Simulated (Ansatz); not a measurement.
Consider the formal exchange of groups at a Te–C bond: `C[Te]C` + `C#C[SiH3]` → `C#C[SiH2][Te]C` + CH₄.

Program: Ansatz. Geometries: PBE0-D4/def2-TZVP. ΔE: electronic, gas phase. CCSD(T)/CBS adds triple-zeta CCSD(T) − MP2 to the extrapolated MP2 energy (def2 sets, frozen cores). This one scheme is used for every species. DFT in def2-TZVPP. B3LYP here is the variant with VWN-RPA as its local correlation; programs differ in this. Elements past krypton have def2 core potentials. For Te outer-core shells are correlated without core-valence functions, which leaves a few kJ/mol of doubt a bond. Each species was taken in one conformer, which may not be the lowest.

`C[Te]C`:

Z-matrix (Å, degrees):
```
C
Te 1 2.136
H 1 1.089 2 107.3
H 1 1.088 2 109.8 3 119.0
H 1 1.088 2 109.8 3 -119.0
C 2 2.136 1 94.5 3 -180.0
H 6 1.088 2 109.8 1 61.0
H 6 1.089 2 107.3 1 180.0
H 6 1.088 2 109.8 1 -61.1
```

`C#C[SiH3]`:

```xyz
7

C     0.026   -1.938   -0.297
C     0.010   -0.746   -0.114
Si   -0.014    1.056    0.162
H     0.040   -2.992   -0.458
H    -1.379    1.472    0.566
H     0.950    1.400    1.234
H     0.367    1.749   -1.093
```

`C#C[SiH2][Te]C`:

Cartesian coordinates in Å:
```
C -2.128 0.062 -1.448
C -1.659 -0.103 -0.348
Si -0.883 -0.341 1.284
Te 1.396 -1.278 0.999
C 2.005 0.269 -0.363
H -2.551 0.204 -2.416
H -0.860 0.978 1.965
H -1.663 -1.313 2.087
H 2.992 -0.009 -0.728
H 1.299 0.310 -1.189
H 2.054 1.222 0.157
```

CH₄:

Z-matrix (Å, degrees):
```
C
H 1 1.090
H 1 1.090 2 109.5
H 1 1.090 2 109.5 3 -120.0
H 1 1.090 2 109.5 3 120.0
```

Problem. Is it downhill or uphill in electronic energy at CCSD(T)/CBS, and by how much? (An estimate is asked.)

Solution. Computed: Downhill: ΔE = -24.0 kcal/mol.

Problem. What do these levels give: PBE-D4, r2SCAN-D4, PBE0-D4, ωB97X-V, r2SCAN, B3LYP, HF/def2-TZVPP, MP2/def2-TZVPP, SCS-MP2/def2-TZVPP, CCSD(T)/def2-TZVPP, MP2/CBS(def2), CCSD/CBS(def2)? (Estimate.)

Solution. Ansatz gave: PBE-D4 -25.4, r2SCAN-D4 -25.4, PBE0-D4 -25.8, ωB97X-V -23.5, r2SCAN -25.1, B3LYP -22.6, HF/def2-TZVPP -22.1, MP2/def2-TZVPP -24.9, SCS-MP2/def2-TZVPP -23.2, CCSD(T)/def2-TZVPP -23.2, MP2/CBS(def2) -25.7, CCSD/CBS(def2) -23.6 kcal/mol.

Largest T1 diagnostic among the species: 0.013.

In def2-TZVPP, CCSD(T) changes the Hartree–Fock value by −1.1 kcal/mol (the triples alone add −0.4 kcal/mol) and MP2 by −2.9 kcal/mol. The D4 term adds −1.8 kcal/mol with B3LYP and −1.1 kcal/mol with PBE0; it sums over pairs of atoms, weighted by their polarisabilities, and B3LYP, whose exchange is more repulsive, gets the larger term.
